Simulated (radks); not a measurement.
The erbium ion Er+, 67 electrons, occupied as [Xe] 4f13 (not the ground configuration). Method: scalar-relativistic Kohn-Sham, PBE, spin-unpolarised, spherical densities, finite nucleus; Fermi nuclear charge, rms radius 5.2516 fm; computed with a radial shooting solver on a logarithmic mesh with Libxc functionals.

Radial electron density D(r) = 4 pi r^2 rho(r):

| r (bohr) | D(r) (e/bohr) |
|---|---|
| 0.001979 | 15.22 |
| 0.002267 | 18.53 |
| 0.002618 | 22.68 |
| 0.003 | 27.26 |
| 0.003464 | 32.84 |
| 0.003969 | 38.81 |
| 0.004584 | 45.82 |
| 0.005252 | 52.97 |
| 0.006065 | 60.88 |
| 0.006949 | 68.39 |
| 0.008025 | 75.94 |
| 0.009194 | 82.24 |
| 0.01062 | 87.46 |
| 0.01216 | 90.59 |
| 0.01405 | 91.66 |
| 0.0161 | 90.60 |
| 0.01859 | 87.75 |
| 0.0213 | 84.39 |
| 0.02459 | 81.61 |
| 0.02818 | 81.27 |
| 0.03254 | 84.68 |
| 0.03728 | 91.82 |
| 0.04306 | 102.4 |
| 0.04933 | 112.9 |
| 0.05697 | 120.7 |
| 0.06527 | 122.2 |
| 0.07538 | 116.5 |
| 0.08636 | 106.5 |
| 0.09974 | 96.47 |
| 0.1143 | 92.63 |
| 0.132 | 96.68 |
| 0.1512 | 104.7 |
| 0.1746 | 109.6 |
| 0.2 | 104.1 |
| 0.231 | 86.97 |
| 0.2647 | 67.22 |
| 0.3057 | 52.85 |
| 0.3502 | 50.34 |
| 0.4045 | 55.68 |
| 0.4634 | 60.03 |
| 0.5351 | 57.36 |
| 0.6131 | 47.98 |
| 0.7081 | 35.49 |
| 0.8112 | 25.58 |
| 0.9369 | 18.80 |
| 1.073 | 15.08 |
| 1.24 | 12.30 |
| 1.42 | 9.763 |
| 1.64 | 7.011 |
| 1.879 | 4.638 |
| 2.17 | 2.682 |
| 2.486 | 1.452 |
| 2.871 | 0.6992 |
| 3.29 | 0.3372 |
| 3.799 | 0.1575 |
| 4.353 | 0.08053 |
| 5.027 | 0.04141 |

D(r) has 4 maxima, at r = 0.0139, 0.0627, 0.175, 0.478 bohr, and minima at 0.0269, 0.114, 0.336 bohr, inside which lie 1.93, 11.11, 29.53 electrons.
